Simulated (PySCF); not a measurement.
**Removing an electron from `CB(C)NC(C)=O`**

Compound: C4H10BNO.
Z-matrix (Å and degrees, PBE0-D3(BJ)/def2-SVP geometry), rows numbered from 1:
```
C 
B   1  1.5772
C   2  1.5690  1  121.55
N   2  1.4374  1  116.99  3   179.77
C   4  1.3907  2  129.09  1  -179.58
C   5  1.5127  4  114.22  2  -179.97
O   5  1.2072  4  123.23  2    -0.06
H   1  1.1032  2  109.88  3    54.62
H   1  1.1015  2  115.67  3   177.56
H   1  1.1041  2  109.19  3   -60.36
H   3  1.0997  2  112.73  1     0.21
H   3  1.1023  2  110.39  1  -122.16
H   3  1.1019  2  110.69  1   123.00
H   4  1.0145  2  116.98  1     0.39
H   6  1.1013  5  110.72  4   -59.01
H   6  1.0955  5  109.02  4  -179.48
H   6  1.1014  5  110.60  4    60.19
```

Level: B3LYP/def2-SVPD (PySCF). Frontier orbitals with their largest atomic shares (Löwdin; up to four atoms above 4 %):

```tsv
orbital	ε (eV)	main atoms
HOMO−3	-9.75	C3 20 %, C1 18 %, B2 17 %, N4 11 %
HOMO−2	-8.68	C3 28 %, B2 26 %, C1 21 %, H9 5 %
HOMO−1	-8.25	N4 45 %, O7 28 %, C5 10 %, B2 7 %
HOMO	-7.28	?
LUMO	-0.79	C5 23 %, B2 20 %, O7 20 %, N4 10 %
LUMO+1	-0.19	B2 33 %, H14 11 %, C6 11 %, C1 6 %
LUMO+2	0.76	C6 19 %, B2 11 %, C1 10 %, H17 9 %
```

Task: What vertical ionisation energy does ΔSCF give, and how far is −ε(HOMO) from it?

Result: ΔSCF: 9.55 eV (921 kJ/mol; threshold wavelength 130 nm); ⟨S²⟩ of the doublet left behind is 0.755, against 0.75 for a pure doublet. −ε(HOMO) is 7.28 eV, 2.27 eV below it. For the exact functional −ε(HOMO) would equal the first vertical ionisation energy; B3LYP (global hybrid, 20 % exact exchange) falls short of its own ΔSCF value by 24 %.

Task: On which atoms does the HOMO lie?

Result: O7 (amide oxygen) 64 %, C6 (methyl carbon next to a carbonyl) 9 %, C5 (amide carbonyl carbon) 9 %, N4 (amide nitrogen) 6 %, so more than half of it is on one atom. The HOMO−1 lies 0.97 eV lower.

Task: Shift the occupied levels rigidly so that −ε(HOMO) equals the ΔSCF value. What binding energies result?

Result: The shift is +2.27 eV: HOMO 9.55, HOMO−1 10.52, HOMO−2 10.95, HOMO−3 12.02 eV. A rigid shift is only a rough guide to the deeper ionisations.

Task: What kinetic energy would electrons from this vertical process carry with He I light (21.218 eV)?

Result: 21.22 − 9.55 = 11.67 eV.

Task: How many of the 10 lowest singlet excitations (vertical TDDFT, same level) lie below the ionisation energy?

Result: All 10; they run from 4.91 to 7.81 eV.

Isolated species at its PBE0-D3(BJ)/def2-SVP geometry (one conformer only).
